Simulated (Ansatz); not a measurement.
System: C$_{2}$H$_{4}$N, charge 0, doublet. C2H4N (SMILES [CH]=NC, doublet).
B3LYP-D3(BJ)/def2-TZVP minimum from Ansatz (a program for electronic structure):
```xyz
7

C      1.0759    -0.4011    -0.0139
N     -0.1232     0.3974     0.1557
C     -1.2726     0.1063    -0.1449
H      1.7804     0.1518    -0.6362
H      1.5399    -0.5489     0.9618
H      0.8639    -1.3706    -0.4709
H     -2.1415     0.7548     0.0087
```
Charge 0, spin multiplicity 2.

Total energies in cc-pVDZ, 17 correlated electrons, 3 frozen orbitals. UHF or UKS for unpaired electrons; spin-orbit terms are left out. Cores are frozen in correlated methods. No relativity. The UHF reference of C2H4N ([CH]=NC, doublet) is spin-contaminated (<S^2> up to 0.07 over the pure value in the sets run).

```tsv
method	program	energy (Eh)	minus CCSDT(Q) (mEh)
HF	Ansatz	-132.44099	469.39
MP2	Ansatz	-132.85414	56.24
CCSD	Ansatz	-132.89234	18.04
CCSD(T)	Ansatz	-132.90798	2.40
CCSDT(Q)	Ansatz	-132.91038	0.00
```

Rough core times of Ansatz's runs on a shared machine: CCSD(T) 20 s, CCSDT(Q) 9 min.
